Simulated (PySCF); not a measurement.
C₅H₆F₂.
Atom-mapped SMILES: `[CH2:1]=[CH:2]/[C:3]([F:4])=[C:5](\[CH3:6])[F:7]` (hydrogens: H8, H9 on C1; H10 on C2; H11, H12, H13 on C6)

Computed by this run: PySCF 2.14.0, PBE0-D3(BJ)/def2-SVP geometry optimisation, gas phase; density fitting, grid level 1; the optimiser is geomeTRIC in internal coordinates, started from a GFN2-xTB structure with every atom displaced at random (about 0.01 Å).

Step 0: E = -10695.8586 eV
```
atom  x, y, z in Å  |  force x, y, z in eV/Å
C1     -2.3124    0.4751    0.8238   -2.762   1.169  -0.030
C2     -1.0705    0.1234    0.6706    2.134  -0.672  -0.305
C3     -0.3263    0.3503   -0.5462    1.289  -0.207  -0.406
F4     -0.9476    0.9770   -1.5414   -0.445   0.116  -0.040
C5      0.9655    0.0009   -0.7740   -0.032   0.102  -0.149
C6      1.9239   -0.6726    0.1395   -1.103  -0.249  -0.112
F7      1.5244    0.2996   -1.9681   -0.476  -0.090   0.600
H8     -2.8512    1.0028    0.0198    0.135  -0.212   0.180
H9     -2.8677    0.3275    1.7498    0.061  -0.130   0.099
H10    -0.5395   -0.3713    1.4808    0.150  -0.104   0.091
H11     1.4704   -0.9097    1.1101    0.069   0.006  -0.039
H12     2.2780   -1.5980   -0.3210    0.136  -0.271  -0.093
H13     2.7700   -0.0287    0.2888    0.843   0.541   0.203
```

Step 1: E = -10695.9254 eV
```
atom  x, y, z in Å  |  force x, y, z in eV/Å
C1     -2.3440    0.4850    0.8049    0.384  -0.160   0.163
C2     -1.0299    0.2214    0.6989   -0.185  -0.010   0.131
C3     -0.2705    0.4354   -0.5145   -0.210  -0.161   0.022
F4     -0.9516    1.0349   -1.4960    0.093   0.016  -0.110
C5      0.9779    0.0019   -0.7769   -0.279  -0.074   0.093
C6      1.9185   -0.6985    0.1249    0.202   0.161   0.098
F7      1.4464    0.1887   -2.0062    0.232   0.154  -0.212
H8     -2.8982    0.8951   -0.0346   -0.129   0.122  -0.122
H9     -2.8828    0.2649    1.7298    0.010   0.056  -0.041
H10    -0.4929   -0.2138    1.5453    0.006   0.017   0.007
H11     1.4390   -1.0332    1.0509   -0.026  -0.015   0.012
H12     2.3451   -1.5727   -0.3918   -0.041  -0.001   0.016
H13     2.7598   -0.0329    0.3978   -0.056  -0.105  -0.057
```

Q: Estimate the geometry and energy of step 2. (The exact step hangs on the optimiser's Hessian estimate; all steps are aligned on step 1, rigid shifts and turns removed.)

A: E = -10695.9387 eV, largest force 0.318 eV/Å
```
atom  x, y, z in Å  |  force x, y, z in eV/Å
C1     -2.3256    0.4877    0.8283    0.051   0.045   0.031
C2     -1.0307    0.1790    0.6711   -0.181   0.099  -0.164
C3     -0.2983    0.3836   -0.5624    0.249  -0.078  -0.155
F4     -0.9355    0.9942   -1.5672   -0.233  -0.034   0.213
C5      0.9678   -0.0114   -0.8001    0.038   0.032   0.170
C6      1.8947   -0.6877    0.1373    0.089   0.009  -0.032
F7      1.4978    0.2446   -1.9976   -0.001   0.007   0.054
H8     -2.9078    0.9390    0.0214    0.016  -0.026  -0.012
H9     -2.8266    0.3022    1.7799   -0.032   0.020   0.001
H10    -0.4729   -0.2548    1.5048   -0.010  -0.020  -0.053
H11     1.3857   -1.0443    1.0400    0.015  -0.005  -0.028
H12     2.3603   -1.5478   -0.3677    0.000  -0.035   0.018
H13     2.7080   -0.0082    0.4449   -0.003  -0.013  -0.043
```

The energy changes by -0.0134 eV. The first-order estimate −F·Δx gives -0.0458 eV and the mean of the old and new forces, exact on a quadratic surface, -0.0127 eV. The step makes an angle of 76° with the force vector and moves no atom by more than 0.084 Å.

The cost below is that of the whole optimisation. On one thread of an Arm Neoverse V1, shared host, this took 74 s wall and 0.50 GiB of memory at its peak.
